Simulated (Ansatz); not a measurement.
One change: `CC(C)[O][Zn][Cl]` becomes `CC(C)[O][InH][F]`.

Ansatz, PBE0-D4/def2-TZVP geometries, multiplicity 1. Each molecule was computed in one conformer, which needn't be the lowest.

Elements past krypton have def2 core potentials. Scalar relativity is left out up to krypton.

| property | `CC(C)[O][Zn][Cl]` |
| --- | --- |
| HOMO energy (B3LYP/def2-TZVPP) / eV | -7.47 |
| size of the dipole moment (ωB97M-V/def2-TZVPP) / D | 1.90 |
| HOMO energy (ωB97M-V/def2-TZVPP) / eV | -10.10 |
| LUMO energy (B3LYP/def2-TZVPP) / eV | -1.40 |
| HOMO–LUMO gap (PBE/def2-TZVPP) / eV | 4.23 |
| LUMO energy (PBE/def2-TZVPP) / eV | -1.99 |

Give the same properties after the change, and the shifts. (Best estimate.)

Ansatz gave: 
```json
{"property": "HOMO energy (B3LYP/def2-TZVPP) / eV", "`CC(C)[O][InH][F]`": "-7.64", "shift": "-0.17"}
{"property": "size of the dipole moment (ωB97M-V/def2-TZVPP) / D", "`CC(C)[O][InH][F]`": "4.10", "shift": "2.20"}
{"property": "HOMO energy (ωB97M-V/def2-TZVPP) / eV", "`CC(C)[O][InH][F]`": "-10.26", "shift": "-0.16"}
{"property": "LUMO energy (B3LYP/def2-TZVPP) / eV", "`CC(C)[O][InH][F]`": "-1.61", "shift": "-0.21"}
{"property": "HOMO–LUMO gap (PBE/def2-TZVPP) / eV", "`CC(C)[O][InH][F]`": "4.27", "shift": "0.04"}
{"property": "LUMO energy (PBE/def2-TZVPP) / eV", "`CC(C)[O][InH][F]`": "-2.11", "shift": "-0.12"}
```

With PBE0 the HOMO falls by 0.17 eV and the LUMO falls by 0.25 eV, so the gap narrows by about 0.08 eV. PBE moves the HOMO by -0.16 eV and ωB97M-V by -0.16 eV. Dipoles are sizes alone; their direction can turn.

B3LYP here is the variant with VWN-RPA as its local correlation; programs differ in this.
